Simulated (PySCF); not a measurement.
NMR data simulated for an unnamed compound:

$^{1}$H NMR (400 MHz, computed): δ 6.99 (dd, J = 21.4, 4.1 Hz, 1H), 6.74 (ddt, J = 14.4, 4.1, 2.2 Hz, 1H), 6.22 (ddt, J = 21.4, 14.4, 6.0 Hz, 1H).

$^{13}$C{$^{1}$H} NMR (computed): δ 158.2 (CH2, t, J = 11.3 Hz), 136.4 (CH, t, J = 40.6 Hz).

[PySCF: J: B3LYP/pcJ-1; PBE/pcSseg-2 with gauge-including orbitals; PBE0-D3(BJ)/def2-SVP structure; no relativistic terms; one computed conformer; no solvent model; averaged over atoms made equivalent by symmetry, fast rotation or ring inversion]

References, each an isolated molecule treated in the same way: $^{1}$H (σref 31.18), $^{13}$C (σref 179.39) against TMS.

**Question.** Which of these does the molecule contain: a non-aromatic C=C double bond, an NH or NH2 group, a vinyl group CH=CH2, an N-methyl group, a ketone?

**Answer.** 
- A non-aromatic C=C double bond: yes.
- An NH or NH2 group: no.
- A vinyl group CH=CH2: yes (δC 158.2, 136.4; δH 6.99 (dd), 6.74 (ddt), 6.22 (ddt)).
- An N-methyl group: no.
- A ketone: no.

The data belong to `C=CB(F)F`, C2H3BF2; they needn't prove each group on their own.

Carbon signals by region: 2 in the sp2 and nitrile region (100–160 ppm).

A carbon bonded to boron is broadened by the quadrupolar boron nucleus and is often missing from a measured spectrum. Multiplet labels drop couplings under 1 Hz and merge nearly equal ones. Unscaled 3J(H,H) at this level run about 10 % above measured values. Shifts are as computed, not scaled to solution data. Of 1211 compounds with measured shifts, 218 miss one by over three times the rms of a fit or turn the order of signals round; such compounds aren't used in these exercises.
